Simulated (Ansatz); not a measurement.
Consider the ligand exchange at the Hf–N bond: `C[NH][Hf]([OH])([Cl])[Cl]` + HCl → `[OH][Hf]([Cl])([Cl])[Cl]` + CH₃NH₂.

Program: Ansatz. Geometries: PBE0-D4/def2-TZVP. ΔE: electronic, gas phase. CCSD(T)/CBS adds triple-zeta CCSD(T) − MP2 to the extrapolated MP2 energy (def2 sets, frozen cores). This one scheme is used for every species. DFT in def2-TZVPP. def2 core potentials past Kr. For Hf outer-core shells are correlated without core-valence functions, which leaves a few kJ/mol of doubt a bond. One conformer a species, not always the lowest.

```json
{"level": "BLYP-D4", "ΔE (kJ/mol)": "-81.9"}
{"level": "ωB97M-V", "ΔE (kJ/mol)": "-88.9"}
{"level": "B2PLYP", "ΔE (kJ/mol)": "-88.5"}
{"level": "PBE-QIDH", "ΔE (kJ/mol)": "-90.6"}
{"level": "RPA@PBE/def2-TZVPP", "ΔE (kJ/mol)": "-77.6"}
{"level": "HF/def2-SVP", "ΔE (kJ/mol)": "-102.9"}
{"level": "CCSD(T)/def2-SVP", "ΔE (kJ/mol)": "-78.1"}
{"level": "CCSD/def2-TZVPP", "ΔE (kJ/mol)": "-83.3"}
```

Question: What does CCSD(T)/CBS give? (Best estimate.)

Answer: Ansatz gave: -86.3 kJ/mol. The listed levels differ from it by 4.4, -2.6, -2.2, -4.3, 8.7, -16.6, 8.2, 3.0 kJ/mol.

Largest T1 diagnostic among the species: 0.014.

The D4 term adds +4.5 kJ/mol with B3LYP and +2.8 kJ/mol with PBE0; it sums over pairs of atoms, weighted by their polarisabilities, and B3LYP, whose exchange is more repulsive, gets the larger term. In def2-TZVPP, CCSD(T) changes the Hartree–Fock value by +22.8 kJ/mol (the triples alone add +1.6 kJ/mol) and MP2 by +21.2 kJ/mol. From BLYP to BHLYP (50 % exact exchange), in def2-TZVPP and without D4, ΔE moves by −7.9 kJ/mol.

B3LYP here is the variant with VWN-RPA as its local correlation; programs differ in this.
